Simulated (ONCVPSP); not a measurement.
Configuration tests for Pm (Z = 61) (ONCV)

ONCVPSP 4.0.1 input, shortened (lines: element, Z, core and valence counts, functional; n l f; lmax; l rc ep ncon nbas qcut; lloc lpopt rc5 dvloc0; l nproj debl; icmod fcfact rcfact), PBE, scalar-relativistic:

```
  Pm 61.00   12    2        4      upf
    1    0    2.00
    2    0    2.00
    2    1    6.00
    3    0    2.00
    3    1    6.00
    3    2   10.00
    4    0    2.00
    4    1    6.00
    4    2   10.00
    4    3    4.00
    5    0    2.00
    5    1    6.00
    5    2    1.00
    6    0    2.00
    2
    0    3.90    0.00    4    9    1.70
    1    3.20    0.12    4    7    2.00
    2    3.40    0.00    3    8    4.90
    4    5    2.90    0.00
    0    2    2.90
    1    3    4.00
    2    2    1.00
    2    0.60    0.80
```

In the p channel the program set the typed energies aside and used 0.050, 4.050, 8.050 Ha.

Energies are relative to the spin-unpolarised reference configuration 5d1 6s2; without spin polarisation the order of configurations can differ from experiment.

```csv
valence configuration,charge,ΔE all-electron (eV),error AE − PS (meV)
5d1 6s1,+1,6.360,-4.6
5d1 6s0,+2,17.963,-42
5d1 6s1.5,+0.5,2.559,-1.1
5d1 6s0 6p2,0,5.434,-26
```

Levels in the configuration 5d1 6s0:

```json
{"level": "5d", "all-electron (eV)": "-15.101", "pseudo (eV)": "-15.231"}
```

Note: no bound ghost flagged; GHOST(+) flagged for s at 63.3 eV, s at 111.8 eV, p at 194.9 eV.
